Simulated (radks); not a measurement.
Q: Isoelectronic series with 3 electrons, each ion in its NIST ground configuration. Calculated with a radial shooting solver on a logarithmic mesh with Libxc functionals: scalar-relativistic Kohn-Sham, LDA (Slater exchange, Perdew-Wang correlation), spin-polarised, spherical densities, finite nucleus; open shells are filled with parallel spins first; Fermi nuclear charge, rms radius of each element as measured or else 0.836 A^(1/3) + 0.57 fm. Total energies (hartree) and mean radii <r> (bohr) (* marks an orbital that is empty in some or all of the ions):

ion    configuration  E (hartree)  2p down*  2p up*  2s down*   2s up  1s down    1s up
Mg9+        [He] 2s1   -149.52835    0.4871  0.4866    0.5620  0.5577   0.1298   0.1299
Al10+       [He] 2s1   -176.65223    0.4434  0.4432    0.5134  0.5098   0.1194   0.1194
Si11+       [He] 2s1   -206.05553    0.4069  0.4069    0.4725  0.4695   0.1105   0.1106
P12+        [He] 2s1   -237.74327    0.3759  0.3760    0.4376  0.4351   0.1028   0.1029
S13+        [He] 2s1   -271.72085    0.3494  0.3495    0.4075  0.4053  0.09616  0.09622
Cl14+       [He] 2s1   -307.99406    0.3263  0.3265    0.3812  0.3793  0.09030  0.09035
K16+        [He] 2s1   -387.45263    0.2882  0.2884    0.3375  0.3361  0.08045  0.08049
Ca17+       [He] 2s1   -430.65160    0.2723  0.2725    0.3192  0.3179  0.07628  0.07632
Sc18+       [He] 2s1   -476.17345    0.2581  0.2583    0.3027  0.3016  0.07251  0.07255
Ti19+       [He] 2s1   -524.02609    0.2452  0.2454    0.2879  0.2869  0.06909  0.06912
V20+        [He] 2s1   -574.21784    0.2336  0.2338    0.2744  0.2734  0.06597  0.06600

Estimate the row of Ar15+ ([He] 2s1).

A: E (hartree) -346.56911; 2p down* 0.3061; 2p up* 0.3063; 2s down* 0.3580; 2s up 0.3564; 1s down 0.08509; 1s up 0.08514.
